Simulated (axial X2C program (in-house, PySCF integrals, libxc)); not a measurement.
**How long does Sb₂⁺ take?**

A bond scan computed with an axial X2C code built on PySCF integrals. Basis: Sb dyall-cv3z [11s12p8d4f1g] (cores contracted in-house).

Input:
```json
{
 "zs": [
  51,
  51
 ],
 "q": 1,
 "bas": [
  "dyall-cv3z",
  "dyall-cv3z"
 ],
 "levels": [
  "PBE0",
  "HF",
  "BLYP"
 ],
 "cc": true,
 "r0": 2.8,
 "thr": -1.0,
 "nmax": 90,
 "npts": 10,
 "nst": 2,
 "ntry": 6
}
```
```bash
python so2c.py task.json out
```

Keys: zs atomic numbers; q charge; bas basis sets; levels methods; cc coupled cluster on or off; r0 starting distance in Å; thr threshold in hartree for freezing inner shells (an s shell follows its p shell); nmax most natural virtual spinors; npts points on the curve; nst determinants followed; ntry starts of the search. HF also brings MP2.

Hardware: 1 thread of Arm Neoverse V2, on a shared host.

Wall time of one point of each curve, integrals apart:

| Hamiltonian | level | points | seconds a point |
| --- | --- | --- | --- |
| spin-free | PBE0 | 10 | 0.94 |
| spin-free | HF | 10 | 0.69 |
| spin-free | CCSD(T) (9 electrons, 90 virtuals) | 7 | 3.7 |
| spin-free | BLYP | 10 | 0.47 |
| 2c | PBE0 | 10 | 1.8 |
| 2c | HF | 10 | 2.3 |
| 2c | CCSD(T) (9 electrons, 90 virtuals) | 7 | 7.2 |
| 2c | BLYP | 10 | 0.51 |

The rest:

Search with its distance optimisation 55 s, atoms 8.5 s, whole task 220 s. Coupled cluster runs on the points near the minimum only. The program drops outer points, and coupled cluster, when its time limit (not in the input) nears; MP2, further determinants and curves that did not converge are not in the table.
